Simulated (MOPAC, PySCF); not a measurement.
C4H11NOSi2, SMILES `C(C#N)[SiH2]C[SiH2]OC`, neutral singlet in the gas phase. 

Cartesian coordinates (Å):
```xyz
19

C      3.6861     0.4155     0.1771
O      2.6552    -0.0446    -0.6665
Si     1.3560    -0.9591    -0.1612
C      0.3012    -1.2950    -1.6720
Si    -1.2363    -2.3449    -1.4043
C     -2.1523    -2.5342    -3.0774
C     -3.3584    -3.3381    -2.9674
N     -4.3113    -3.9850    -2.8318
H      4.2290    -0.4189     0.6602
H      3.3030     1.0808     0.9739
H      4.4082     0.9875    -0.4258
H      0.5677    -0.2181     0.8705
H      1.8288    -2.2432     0.4414
H     -0.0023    -0.3210    -2.0952
H      0.9404    -1.7879    -2.4259
H     -2.1652    -1.6995    -0.4361
H     -0.8785    -3.7041    -0.9133
H     -1.4666    -2.9939    -3.8090
H     -2.4092    -1.5315    -3.4585
```
Charge 0, spin multiplicity 1.

All levels are single points at this geometry (B3LYP-D3(BJ)/def2-SVP); Pople sets use spherical d functions. Orbital energies aren't observables, and empty levels follow the basis.

HF/6-31G* in PySCF gives gap (eV) = 15.04.

Task: Estimate the gap (eV) from each of these levels: B3LYP-D3(BJ)/def2-TZVP in PySCF; B3LYP/6-311+G** in PySCF; PBE/6-31G* in PySCF; HF/3-21G in PySCF; PM7 in MOPAC.

Result: 
```tsv
level	gap (eV)
B3LYP-D3(BJ)/def2-TZVP in PySCF	7.74
B3LYP/6-311+G** in PySCF	7.48
PBE/6-31G* in PySCF	5.86
HF/3-21G in PySCF	15.38
PM7 in MOPAC	11.29
```
